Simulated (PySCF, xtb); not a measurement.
Sn(F)(Me) (CH3FSn), SMILES [CH3][Sn][F] (connectivity only; charge and spin as stated), neutral, multiplicity 1.

GFN2-xTB (xtb) at its own geometry gives an orbital gap of 3.16 eV and a dipole moment of 5.20 D.

The structure is a stationary point at PBE-D3(BJ)/def2-TZVP. The def2 effective core potentials stand for the cores of Sn; spin–orbit coupling is left out.

### Question
What does CAM-B3LYP/def2-TZVPD (PySCF) give? (The exact figures need the calculation; the answer reports its results.)

### Answer
gap 6.26 eV (levels -7.99 and -1.74 eV), dipole 3.04 D.
